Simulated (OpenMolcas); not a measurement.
An atom or ion with 44 electrons was computed by XMS-CASPT2, IPEA 0.25 Eh, imaginary shift 0.1 Eh with spin-orbit coupling (OpenMolcas, ANO-RCC-VTZP, DKH2). The lowest levels that the run gave, each within 12 % of the measured value where one is at hand:

| J | Parity | E (cm-1) | g |
| --- | --- | --- | --- |
| 4 | even | 0.0 | 1.249 |
| 3 | even | 3140 | 1.084 |
| 2 | even | 4590 | 0.709 |
| 2 | even | 10340 | 1.254 |
| 1 | even | 13600 | 1.501 |
| 0 | even | 13860 |  |
| 2 | even | 14530 | 1.204 |
| 4 | even | 18110 | 1.002 |
| 0 | even | 41990 |  |

Problem. Which ion is it, and what are the configurations and terms?

Solution. Pd2+ (Z = 46, charge +2; active space 8 electrons in 5 orbitals (4d)). J, parity and g give the terms where levels are pure, and mixed ones are named by the computed weights; the size of the splittings, set against known spectra of the 44-electron sequence, gives the charge. In order, with the measured energies in cm-1 (Moore, Atomic Energy Levels, vol. III, NSRDS-NBS 35 (1971 reprint of NBS Circular 467, 1958)): 4d8 3F4, 4d8 3F3 (3230), 4d8 3F2 (4687), 4d8 3P2 [56 %], 4d8 3P1 (13470), 4d8 3P0 (13699), 4d8 1D2 [53 %], 4d8 1G4 (17880), 4d8 1S0.

CASPT2 breaks the degeneracy within a term, and the mean is taken; among the terms shown or strongly mixed into the levels shown the widest spread is 1100 cm-1 (4d8 1G). Levels of configurations with an s electron are missing; early in the row they begin among the upper levels of the d shell and mix with terms of their name. The CASPT2 spread within a term exceeds the gap to the next term for 4d8 1D and 4d8 3P, so the order of their levels is uncertain, and so are names and mixing where such terms share a J. Measured partners are found by configuration, term and J. A level has none where our copy of the source lacks it or the pairing is in doubt (some pairs that miss far off the trend of their configuration count as doubtful), and it then counts in no deviation. Levels of configurations outside the active space are missing.

A share in square brackets marks a mixed level and gives the weight of the term that names it.
